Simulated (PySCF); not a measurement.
Mo(O)2(Cl)(SH) (ClHMoO2S), SMILES [O]=[Mo]([Cl])([SH])=[O], multiplicity 1.

Geometry: PBE-D3(BJ)/def2-SVP. The spin state was assumed, not searched. The structure was generated by enumeration; whether it is a known compound was not checked. The def2 effective core potentials stand for the cores of Mo; spin–orbit coupling is left out. The values are those of a single conformer.

Level of theory: PBE-D3(BJ)/def2-SVP run with PySCF.

Frequencies are harmonic and unscaled.

```json
[
 {"mode": "1", "ν (cm⁻¹)": "116", "IR (km/mol)": "0.1", "moving atoms (share of kinetic energy)": "S 40 %, Cl 39 %, Mo 15 %"},
 {"mode": "2", "ν (cm⁻¹)": "161", "IR (km/mol)": "2.3", "moving atoms (share of kinetic energy)": "O 44 %, Mo 26 %, S 16 %, Cl 11 %"},
 {"mode": "3", "ν (cm⁻¹)": "176", "IR (km/mol)": "4.2", "moving atoms (share of kinetic energy)": "O 65 %, H 15 %, Cl 13 %"},
 {"mode": "4", "ν (cm⁻¹)": "219", "IR (km/mol)": "3.7", "moving atoms (share of kinetic energy)": "O 68 %, S 13 %, Cl 11 %"},
 {"mode": "5", "ν (cm⁻¹)": "289", "IR (km/mol)": "17.7", "moving atoms (share of kinetic energy)": "H 82 %, O 14 %"},
 {"mode": "6", "ν (cm⁻¹)": "312", "IR (km/mol)": "0.8", "moving atoms (share of kinetic energy)": "O 70 %, Cl 14 %, S 14 %"},
 {"mode": "7", "ν (cm⁻¹)": "405", "IR (km/mol)": "10.9", "moving atoms (share of kinetic energy)": "S 43 %, Mo 26 %, O 19 %, Cl 10 %"},
 {"mode": "8", "ν (cm⁻¹)": "426", "IR (km/mol)": "69.0", "moving atoms (share of kinetic energy)": "Cl 46 %, Mo 39 %, S 10 %"},
 {"mode": "9", "ν (cm⁻¹)": "599", "IR (km/mol)": "17.2", "moving atoms (share of kinetic energy)": "H 92 %"},
 {"mode": "10", "ν (cm⁻¹)": "992", "IR (km/mol)": "126.7", "moving atoms (share of kinetic energy)": "O 81 %, Mo 19 %"},
 {"mode": "11", "ν (cm⁻¹)": "1008", "IR (km/mol)": "82.3", "moving atoms (share of kinetic energy)": "O 89 %, Mo 11 %"},
 {"mode": "12", "ν (cm⁻¹)": "2595", "IR (km/mol)": "8.5", "moving atoms (share of kinetic energy)": "H 97 %"}
]
```
